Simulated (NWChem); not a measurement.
System: CH6FNSi2; SMILES FC1[SiH2]N[SiH2]1

NWChem input:

```
start job
memory heap 200 mb stack 900 mb global 1100 mb
geometry units angstroms
  F     -0.075598     2.016060     0.286139
  C     -0.010392     0.685458     0.696397
  Si     1.380376    -0.368216    -0.128829
  N      0.041166    -1.378428    -0.607355
  Si    -1.350273    -0.480514    -0.059043
  H      0.015635     0.730424     1.787179
  H      2.298898    -1.041961     0.787593
  H      2.067937     0.291555    -1.234182
  H      0.063043    -2.236681    -1.132437
  H     -2.145123     0.118293    -1.126510
  H     -2.162481    -1.225435     0.901611
end
basis spherical
  * library 6-31g*
end
dft
  xc b3lyp
  iterations 150
end
driver
  maxiter 120
end
task dft optimize
task dft freq
```

Output (shortened):

```
             Northwest Computational Chemistry Package (NWChem) 7.3.0
             --------------------------------------------------------

 CS  symmetry detected

                             Geometry "geometry" -> ""
                             -------------------------

 Output coordinates in angstroms (scale by  1.889725989 to convert to a.u.)

  No.       Tag          Charge          X              Y              Z
 ---- ---------------- ---------- -------------- -------------- --------------
    1 F                    9.0000    -0.27656936     2.06627971     0.00000000
    2 C                    6.0000     0.47668493     0.89338880     0.00000000
    3 Si                  14.0000     0.01341249    -0.38815689     1.36692400
    4 N                    7.0000    -0.22485364    -1.44539220     0.00000000
    5 Si                  14.0000     0.01341249    -0.38815689    -1.36692400
    6 H                    1.0000     1.51590865     1.22882700     0.00000000
    7 H                    1.0000     1.10875475    -0.82065877     2.23330279
    8 H                    1.0000    -1.20292534    -0.07241752     2.10899784
    9 H                    1.0000    -0.50012701    -2.41338626     0.00000000
   10 H                    1.0000    -1.20292534    -0.07241752    -2.10899784
   11 H                    1.0000     1.10875475    -0.82065877    -2.23330279

 Effective nuclear repulsion energy (a.u.)     299.4696268800

      Symmetry information
      --------------------

 Group name             Cs
 Group number              2
 Group order               2
 No. of unique centers     8

                                Z-matrix (autoz)
                                --------

 Units are Angstrom for bonds and degrees for angles

      Type          Name      I     J     K     L     M      Value
      ----------- --------  ----- ----- ----- ----- ----- ----------
    1 Stretch                  1     2                       1.39394
    2 Stretch                  2     3                       1.93015
    3 Stretch                  2     5                       1.93015
    4 Stretch                  2     6                       1.09202
    5 Stretch                  3     4                       1.74442
    6 Stretch                  3     7                       1.46200
    7 Stretch                  3     8                       1.45940
    8 Stretch                  4     5                       1.74442
    9 Stretch                  4     9                       1.00637
   10 Stretch                  5    10                       1.45940
   11 Stretch                  5    11                       1.46200
   12 Bend                     1     2     3               115.40234
   13 Bend                     1     2     5               115.40234
   14 Bend                     1     2     6               104.82048
   15 Bend                     2     3     4                83.12220
   16 Bend                     2     3     7               115.86623
   17 Bend                     2     3     8               114.61385
   18 Bend                     2     5     4                83.12220
   19 Bend                     2     5    10               114.61385
   20 Bend                     2     5    11               115.86623
   21 Bend                     3     2     5                90.17687
   22 Bend                     3     2     6               115.61785
   23 Bend                     3     4     5               103.18245
   24 Bend                     3     4     9               128.33912
   25 Bend                     4     3     7               112.79278
   26 Bend                     4     3     8               114.56507
   27 Bend                     4     5    10               114.56507
   28 Bend                     4     5    11               112.79278
   29 Bend                     5     2     6               115.61785
   30 Bend                     5     4     9               128.33912
   31 Bend                     7     3     8               112.77461
   32 Bend                    10     5    11               112.77461
   33 Torsion                  1     2     3     4         122.92979
   34 Torsion                  1     2     3     7        -125.03535
   35 Torsion                  1     2     3     8           9.01788
   36 Torsion                  1     2     5     4        -122.92979
   37 Torsion                  1     2     5    10          -9.01788
   38 Torsion                  1     2     5    11         125.03535
   39 Torsion                  2     3     4     5          -5.09524
   40 Torsion                  2     3     4     9         178.95273
   41 Torsion                  2     5     4     3           5.09524
   42 Torsion                  2     5     4     9        -178.95273
   43 Torsion                  3     2     5     4          -4.48230
   44 Torsion                  3     2     5    10         109.42962
   45 Torsion                  3     2     5    11        -116.51716
   46 Torsion                  3     4     5    10        -108.86695
   47 Torsion                  3     4     5    11         120.30723
   48 Torsion                  4     3     2     5           4.48230
   49 Torsion                  4     3     2     6        -114.26748
   50 Torsion                  4     5     2     6         114.26748
   51 Torsion                  5     2     3     7         116.51716
   52 Torsion                  5     2     3     8        -109.42962
   53 Torsion                  5     4     3     7        -120.30723
   54 Torsion                  5     4     3     8         108.86695
   55 Torsion                  6     2     3     7          -2.23262
   56 Torsion                  6     2     3     8         131.82060
   57 Torsion                  6     2     5    10        -131.82060
   58 Torsion                  6     2     5    11           2.23262
   59 Torsion                  7     3     4     9          63.74074
   60 Torsion                  8     3     4     9         -67.08507
   61 Torsion                  9     4     5    10          67.08507
   62 Torsion                  9     4     5    11         -63.74074

                           NWChem Geometry Optimization
                           ----------------------------

 maximum gradient threshold         (gmax) =   0.000450
 rms gradient threshold             (grms) =   0.000300
 maximum cartesian step threshold   (xmax) =   0.001800
 rms cartesian step threshold       (xrms) =   0.001200
 fixed trust radius                (trust) =   0.300000
 source of zmatrix                         =   autoz

          -------------------
          Energy Minimization
          -------------------

 Using diagonal initial Hessian
 Scaling for Hessian diagonals: bonds = 1.00  angles = 0.25  torsions = 0.10

          --------
          Step   0

                                 NWChem DFT Module
                                 -----------------

 Summary of "ao basis" -> "ao basis" (spherical)
 ------------------------------------------------------------------------------
       Tag                 Description            Shells   Functions and Types
 ---------------- ------------------------------  ------  ---------------------
 F                           6-31g*                  6       14   3s2p1d
 C                           6-31g*                  6       14   3s2p1d
 Si                          6-31g*                  8       18   4s3p1d
 N                           6-31g*                  6       14   3s2p1d
 H                           6-31g*                  2        2   2s

      Symmetry analysis of basis
      --------------------------

        a'         56
        a"         34

            General Information
            -------------------
          SCF calculation type: DFT
          Wavefunction type:  closed shell.
          No. of atoms     :    11
          No. of electrons :    56
           Alpha electrons :    28
            Beta electrons :    28
          Charge           :     0
          Spin multiplicity:     1
          Use of symmetry is: on ; symmetry adaption is: on
          Maximum number of iterations: 150
          AO basis - number of functions:    90
                     number of shells:    46
          Convergence on energy requested:  1.00D-06
          Convergence on density requested:  1.00D-05
          Convergence on gradient requested:  5.00D-04

              XC Information
              --------------
                         B3LYP Method XC Potential
                     Hartree-Fock (Exact) Exchange  0.200
                        Slater Exchange Functional  0.800 local
                    Becke 1988 Exchange Functional  0.720 non-local
              Lee-Yang-Parr Correlation Functional  0.810
                  VWN I RPA Correlation Functional  0.190 local

             Grid Information
             ----------------
          Grid used for XC integration:  medium
          Radial quadrature: Mura-Knowles
          Angular quadrature: Lebedev.
          Tag              B.-S. Rad. Rad. Pts. Rad. Cut. Ang. Pts.
          ---              ---------- --------- --------- ---------
          F                   0.50       49          11.0       434
          C                   0.70       49           9.0       434
          Si                  1.10       88          10.0       590
          N                   0.65       49           9.0       434
          H                   0.35       45          12.0       434
          Grid pruning is: on
          Number of quadrature shells:   415
          Spatial weights used:  Erf1

      Superposition of Atomic Density Guess
      -------------------------------------

 Sum of atomic energies:        -771.95033469

      Non-variational initial energy
      ------------------------------

 Total energy =    -774.108611
 1-e energy   =   -1663.969274
 2-e energy   =     590.391036
 HOMO         =      -0.291206
 LUMO         =       0.005417

      Symmetry analysis of molecular orbitals - initial
      -------------------------------------------------

  Numbering of irreducible representations:

     1 a'          2 a"

  Orbital symmetries:

     1 a'          2 a"          3 a'          4 a'          5 a'
     6 a'          7 a"          8 a'          9 a"         10 a'
    11 a"         12 a'         13 a"         14 a'         15 a'
    16 a'         17 a"         18 a'         19 a'         20 a"
    21 a'         22 a'         23 a'         24 a"         25 a"
    26 a'         27 a'         28 a"         29 a'         30 a'
    31 a'         32 a"         33 a"         34 a'         35 a'
    36 a"         37 a'         38 a"

   convergence    iter        energy       DeltaE   RMS-Dens  Diis-err
 ---------------- ----- ----------------- --------- --------- ---------
 d= 0,ls=0.0,diis     1   -775.2097179074 -1.07D+03  1.40D-02  6.95D-01
 d= 0,ls=0.0,diis     2   -775.1734703242  3.62D-02  7.75D-03  1.15D+00
 d= 0,ls=0.0,diis     3   -775.2878689096 -1.14D-01  1.53D-03  3.72D-02
 d= 0,ls=0.0,diis     4   -775.2917136284 -3.84D-03  4.27D-04  1.60D-03
 d= 0,ls=0.0,diis     5   -775.2918512582 -1.38D-04  1.37D-04  4.72D-04
  Resetting Diis
 d= 0,ls=0.0,diis     6   -775.2918947482 -4.35D-05  3.03D-05  6.30D-06
 d= 0,ls=0.0,diis     7   -775.2918953292 -5.81D-07  2.67D-05  2.03D-06
 d= 0,ls=0.0,diis     8   -775.2918950540  2.75D-07  1.61D-05  4.11D-06
 d= 0,ls=0.0,diis     9   -775.2918955905 -5.37D-07  1.16D-06  3.25D-08

[...]

      ----------------------
      Optimization converged
      ----------------------

  Step       Energy      Delta E   Gmax     Grms     Xrms     Xmax
  ---- ---------------- -------- -------- -------- -------- --------
@    6    -775.29755593 -1.8D-06  0.00018  0.00004  0.00052  0.00139
                                     ok       ok       ok       ok

                                Z-matrix (autoz)
                                --------

 Units are Angstrom for bonds and degrees for angles

[...]

 Rotational Constants
 --------------------
 A=   0.128375 cm-1  (  0.184699 K)
 B=   0.108746 cm-1  (  0.156458 K)
 C=   0.064955 cm-1  (  0.093453 K)

 Temperature                      =   298.15K
 frequency scaling parameter      =   1.0000

 Zero-Point correction to Energy  =   44.004 kcal/mol  (  0.070125 au)
 Thermal correction to Energy     =   48.024 kcal/mol  (  0.076531 au)
 Thermal correction to Enthalpy   =   48.616 kcal/mol  (  0.077474 au)

 Total Entropy                    =   79.246 cal/mol-K
   - Translational                =   39.902 cal/mol-K (mol. weight = 107.0023)
   - Rotational                   =   26.966 cal/mol-K (symmetry #  =        1)
   - Vibrational                  =   12.378 cal/mol-K

 Cv (constant volume heat capacity) =   24.166 cal/mol-K
   - Translational                  =    2.979 cal/mol-K
   - Rotational                     =    2.979 cal/mol-K
   - Vibrational                    =   18.208 cal/mol-K

[normal modes left out]

 ----------------------------------------------------------------------------
 Normal Eigenvalue ||           Projected Infra Red Intensities
  Mode   [cm**-1]  || [atomic units] [(debye/angs)**2] [(KM/mol)] [arbitrary]
 ------ ---------- || -------------- ----------------- ---------- -----------
    1       -0.000 ||    0.000086           0.002         0.084       0.013
    2       -0.000 ||    0.000343           0.008         0.335       0.053
    3       -0.000 ||    0.000854           0.020         0.832       0.133
    4       -0.000 ||    0.000230           0.005         0.224       0.036
    5        0.000 ||    0.000300           0.007         0.292       0.047
    6        0.000 ||    0.000122           0.003         0.119       0.019
    7       84.108 ||    0.000346           0.008         0.338       0.054
    8      248.181 ||    0.003187           0.074         3.107       0.496
    9      262.429 ||    0.003430           0.079         3.344       0.534
   10      445.185 ||    0.022024           0.508        21.470       3.430
   11      470.741 ||    0.081782           1.887        79.725      12.736
   12      520.657 ||    0.000035           0.001         0.034       0.005
   13      545.473 ||    0.024205           0.558        23.596       3.770
   14      670.417 ||    0.000281           0.006         0.274       0.044
   15      680.917 ||    0.064261           1.483        62.645      10.008
   16      690.713 ||    0.000213           0.005         0.208       0.033
   17      705.142 ||    0.063762           1.471        62.158       9.930
   18      735.578 ||    0.026426           0.610        25.761       4.115
   19      789.543 ||    0.015239           0.352        14.855       2.373
   20      830.980 ||    0.078984           1.822        76.998      12.301
   21      949.769 ||    0.318900           7.357       310.879      49.664
   22      990.765 ||    0.267997           6.183       261.257      41.737
   23     1022.983 ||    0.049476           1.141        48.231       7.705
   24     1026.042 ||    0.043414           1.002        42.322       6.761
   25     1069.441 ||    0.034797           0.803        33.922       5.419
   26     1110.540 ||    0.164395           3.793       160.260      25.602
   27     1333.173 ||    0.004250           0.098         4.143       0.662
   28     2212.765 ||    0.285928           6.597       278.736      44.529
   29     2219.655 ||    0.238417           5.500       232.421      37.130
   30     2235.204 ||    0.111190           2.565       108.393      17.316
   31     2241.854 ||    0.168599           3.890       164.359      26.257
   32     3072.182 ||    0.018896           0.436        18.421       2.943
   33     3631.409 ||    0.026599           0.614        25.930       4.142
 ----------------------------------------------------------------------------
```

Level: B3LYP/6-31G* (spherical d).
